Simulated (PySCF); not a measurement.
Species: C6H7F2 (doublet state).
Cartesian coordinates in Å at the GFN2-xTB level; atoms count from 1:
```
atom  x, y, z in Å
C1     3.222    0.230   -0.631
C2     2.009    0.219   -0.737
C3     0.654    0.208   -0.827
C4    -0.225   -0.004    0.359
C5    -1.254    1.125    0.495
C6    -0.953   -1.351    0.222
F7    -1.689   -1.616    1.330
F8    -1.824   -1.338   -0.814
H9     4.268    0.245   -0.558
H10    0.181    0.356   -1.785
H11    0.381   -0.070    1.269
H12   -0.744    2.078    0.606
H13   -1.881    0.956    1.368
H14   -1.887    1.164   -0.389
H15   -0.263   -2.195    0.070
```

The hyperfine couplings belong to this conformer and change with its torsions.

The species is `[CH]=C=C[C@@H](C)C(F)F` [radical].

Computed, not measured: PySCF, UKS B3LYP, pcH-1 on C F H, non-relativistic, mean-field spin-orbit, GIAO. One conformer (not necessarily the lowest) at the GFN2-xTB geometry, without solvent, vibrations or thermal averaging. Couplings are sensitive to structure, and on GFN2-xTB geometries they can be far from those on DFT ones. No stability test was run, so a lower SCF solution isn't excluded.

(1) Give the principal g shifts and their parts.

(2) What are the electron Larmor frequencies g μB B/h along the three axes at 3350 mT?

(3) What effective moment and Curie constant follow for a powder?

(4) In a frozen sample, at which fields do the three g values resonate at 9.5, 34, 94 and 263 GHz (hyperfine left aside), and which band first spreads them over more than twice a line width of 0.3 mT?

Answers

(1) 
```tsv
Δg (ppm)	1	2	3
relativistic mass correction	-150	-150	-150
gauge correction	1	31	35
orbital Zeeman/spin–orbit	78	501	987
total	-71	382	872
```

So g = 2.00225, 2.00270, 2.00319 and g_iso = 2.00271; the tensor is rhombic: the two nearest values differ by 48 % of g3 − g1. Axes: g3 points within 7° of the C2–C3 bond.

(2) 93.8803, 93.9015, 93.9245 GHz for g1, g2 and g3, a range of 44.2 MHz.

(3) With the mean of g² = 4.0109 and S(S+1) = 0.75: μ_eff = √(⟨g²⟩S(S+1)) = 1.734 μB and χT = 0.12505·⟨g²⟩·S(S+1) = 0.376 cm³ K/mol (cgs; spin-Hamiltonian part alone).

(4) 
```tsv
band	GHz	B(g3) mT	B(g2) mT	B(g1) mT	spread mT
X	9.5	338.84	338.92	339.00	0.16
Q	34.0	1212.68	1212.97	1213.25	0.57
W	94.0	3352.69	3353.51	3354.27	1.58
J	263.0	9380.41	9382.70	9384.83	4.42
```

The spread grows in proportion to the frequency. W band is the first where it exceeds 0.6 mT.

Largest spin populations (Mulliken): C3 (+0.77), C1 (+0.56) and C2 (-0.27). The angles at C3 add up to 360.0°, so it is planar; its axial dipolar tensor and the negative coupling of its proton fit spin in a p orbital normal to that plane.

The HOMO–LUMO gaps are 6.41 eV among the α and 5.04 eV among the β orbitals.

The SMILES draws the unpaired electron on C1; the largest computed Mulliken spin population is on C3 (0.77 against 0.56).
